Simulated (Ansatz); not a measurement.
A made-up structure of CH$_{4}$BSe (charge +1), singlet:

B1  (1.269, -0.167, 0.602)
Se2  (0.084, -1.245, -0.129)
C3  (-1.315, 0.136, -0.629)
H4  (-2.177, -0.253, -1.108)
H5  (-1.084, 1.139, -0.377)
H6  (2.244, -0.610, 1.022)
H7  (1.095, 0.967, 0.672)
(Å)

It is relaxed with PBE-D4/def2-SVP and then PBE0-D4/def2-TZVP (Ansatz 0.2.0). Atoms count as bonded within 1.22 times the sum of their covalent radii (H–H: 0.88 Å). The end point is not checked to be a true minimum.

Task: Does its bonding change? (Judge from chemistry; the calculation decides.)

Result: Computed: No: no bond forms or breaks.

Where it ends: The first stage lowers the energy by 1.32 eV in 10 steps. It ends as CH₄BSe ([BH2][Se][CH2]), total charge +1:
```json
{"atom": "B1", "x (Å)": "1.3325", "y (Å)": "-0.0850", "z (Å)": "0.6443"}
{"atom": "Se2", "x (Å)": "-0.0995", "y (Å)": "-1.2341", "z (Å)": "-0.2174"}
{"atom": "C3", "x (Å)": "-1.2545", "y (Å)": "0.0357", "z (Å)": "-0.6125"}
{"atom": "H4", "x (Å)": "-2.1855", "y (Å)": "-0.2307", "z (Å)": "-1.1078"}
{"atom": "H5", "x (Å)": "-1.0621", "y (Å)": "1.0785", "z (Å)": "-0.3751"}
{"atom": "H6", "x (Å)": "2.2814", "y (Å)": "-0.6749", "z (Å)": "1.0304"}
{"atom": "H7", "x (Å)": "1.1031", "y (Å)": "1.0761", "z (Å)": "0.6902"}
```

Labels in which every atom is bracketed show which atoms are joined, not bond orders.

For scale, one of the runs: PBE0-D4/def2-TZVP relaxation, 134 basis functions, launched by `ansatz run in.yaml --threads 2 --pin off --events-out ev --progress --plain --max-ram 4352MiB`. Hardware: 2 CPU threads of an Intel Xeon, shared host. Wall time about 22 s.
